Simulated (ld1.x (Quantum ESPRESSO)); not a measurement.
## nickel, PAW: configuration errors across variants

* Element: Ni (Z = 28)
* Generator: ld1.x (Quantum ESPRESSO) 7.5
* Type: PAW
* Functional: revPBE
* Relativity: scalar-relativistic
* Frozen core: [Ne]
* Valence charge: 18
* Reference configuration: 3s2 3p6 3d8 4s1.75 4p0 (charge +0.25)
* Partial waves: 3s (bound): rcut 1.00, rcutus 1.25 bohr; 4s (bound): rcut 1.00, rcutus 1.25 bohr; 3p (bound): rcut 1.45, rcutus 1.70 bohr; 4p (bound, empty): rcut 1.45, rcutus 1.70 bohr; 3d (bound): rcut 1.00, rcutus 1.05 bohr; 3d channel at 0.75 Ry: rcut 1.00, rcutus 1.05 bohr
* Local potential: all-electron potential smoothed inside 1.30 bohr (lloc = -1)
* Core correction: Bessel-smoothed model core inside 0.85 bohr
* Augmentation charge: PSQ, inside the norm-conserving radii

All-electron excitation energies from the reference (eV): (1) 3s2 3p6 3d8 4s2 4p0 -1.612; (2) 3s2 3p6 3d8 4s1 4p0 7.608; (3) 3s2 3p6 3d8 4s0 4p0 24.789; (4) 3s2 3p5 3d8 4s2 4p0 77.899; (5) 3s2 3p6 3d8 4s1.5 4p0 2.063; (6) 3s2 3p6 3d8 4s0 4p1 13.257; (7) 3s2 3p6 3d7 4s0 4p0 62.138.

The overlap operator is not positive definite (basis up to 400 Ry) in “base”, “local potential all-electron potential smoothed inside 0.64 bohr (lloc = -1)”, “local potential all-electron potential smoothed inside 1.26 bohr (lloc = -1)”, “local potential all-electron potential smoothed inside 1.34 bohr (lloc = -1)”. Such files are unfit for use, however small their errors in these radial tests.

Errors AE − PS in meV (a dash: test not solved or not reliable):

| change | (1) | (2) | (3) | (4) | (5) | (6) | (7) | bound ghosts |
| --- | --- | --- | --- | --- | --- | --- | --- | --- |
| base | +0.2 | -0.8 | -2.9 | -39 | -0.2 | -0.8 | -6.0 | not determined (overlap not positive) |
| local potential all-electron potential smoothed inside 0.64 bohr (lloc = -1) | +0.1 | -0.7 | -2.7 | -31 | -0.2 | -1.0 | -4.5 | not determined (overlap not positive) |
| local potential all-electron potential smoothed inside 0.86 bohr (lloc = -1) | +0.2 | -0.8 | -2.9 | -37 | -0.2 | -1.1 | -5.2 | none |
| local potential all-electron potential smoothed inside 0.94 bohr (lloc = -1) | +0.1 | -0.8 | -3.0 | -37 | -0.2 | -1.2 | -5.3 | none |
| local potential all-electron potential smoothed inside 1.26 bohr (lloc = -1) | +0.2 | -0.8 | -2.9 | -39 | -0.2 | -0.9 | -5.8 | not determined (overlap not positive) |
| local potential all-electron potential smoothed inside 1.34 bohr (lloc = -1) | +0.2 | -0.8 | -3.5 | -41 | -0.2 | -1.0 | -7.6 | not determined (overlap not positive) |
| local potential all-electron potential smoothed inside 1.52 bohr (lloc = -1) | +0.1 | -1.0 | -4.6 | -42 | -0.2 | -3.2 | -6.2 | none |
| local potential all-electron potential smoothed inside 1.68 bohr (lloc = -1) | +0.2 | -0.9 | -4.0 | -40 | -0.2 | -2.6 | -5.4 | none |
| local potential all-electron potential smoothed inside 1.86 bohr (lloc = -1) | +0.2 | -1.0 | -4.1 | -41 | -0.2 | -2.5 | -5.7 | none |
| local potential all-electron potential smoothed inside 2.00 bohr (lloc = -1) | +0.2 | -1.0 | -4.4 | -43 | -0.2 | -2.5 | -6.1 | none |

Question: Give the same row for: local potential all-electron potential smoothed inside 1.06 bohr (lloc = -1).

Answer: +0.2, -0.9, -3.3, -37, -0.2, -1.3, -5.3; bound ghosts: none.
